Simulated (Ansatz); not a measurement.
One change: `BrB1BC1` becomes `FB1BC1`.

Ansatz, PBE0-D4/def2-TZVP geometries, multiplicity 1. 

Scalar relativity is left out up to krypton.

```tsv
property	`BrB1BC1`
HOMO energy (ωB97M-V/def2-TZVPP) / eV	-9.75
size of the dipole moment (B3LYP/def2-TZVPP) / D	1.88
size of the dipole moment (PBE/def2-TZVPP) / D	1.94
LUMO energy (PBE/def2-TZVPP) / eV	-1.84
HOMO energy (PBE/def2-TZVPP) / eV	-6.32
HOMO–LUMO gap (PBE0/def2-TZVPP) / eV	6.69
```

**Question.** What does the change do to each property? (Best estimate.)

**Answer.** Ansatz gave: 
| property | `FB1BC1` | shift |
| --- | --- | --- |
| HOMO energy (ωB97M-V/def2-TZVPP) / eV | -10.25 | -0.50 |
| size of the dipole moment (B3LYP/def2-TZVPP) / D | 1.51 | -0.37 |
| size of the dipole moment (PBE/def2-TZVPP) / D | 1.62 | -0.32 |
| LUMO energy (PBE/def2-TZVPP) / eV | -1.72 | 0.12 |
| HOMO energy (PBE/def2-TZVPP) / eV | -6.67 | -0.35 |
| HOMO–LUMO gap (PBE0/def2-TZVPP) / eV | 7.25 | 0.56 |

With PBE0 the HOMO falls by 0.43 eV and the LUMO rises by 0.15 eV, so the gap widens by about 0.58 eV. PBE moves the HOMO by -0.35 eV and ωB97M-V by -0.50 eV. Dipoles are sizes alone; their direction can turn.

B3LYP here is the variant with VWN-RPA as its local correlation; programs differ in this.

Spin–orbit coupling is left out; it splits and shifts lone-pair levels of the heavy atoms by tenths of an eV.
